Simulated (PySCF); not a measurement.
**Al²⁺: ionisation energy**

Al²⁺ [Ne] 3s1 (2S) → Al³⁺ [Ne] (1S), as a difference of total energies. Calculation: PySCF 2.14, in aug-cc-pwCVDZ; the non-relativistic Hamiltonian (point nucleus). Correlated levels: nothing frozen. The calculations carry no spin-orbit coupling.

```
                 method  ionisation energy (eV)
                    UHF                  28.010
    MP2 (all electrons)                  28.239
SCS-MP2 (all electrons)                  28.191
   CCSD (all electrons)                  28.250
CCSD(T) (all electrons)                  28.253
```

How much does correlation contribute at CCSD(T) (all electrons)?

28.253 − (28.010) = 0.243 eV, measured against UHF.

Errors of the correlated levels include the incompleteness of this basis.

For comparison: 28.448 eV (measured; NIST Atomic Spectra Database, ionization energies).
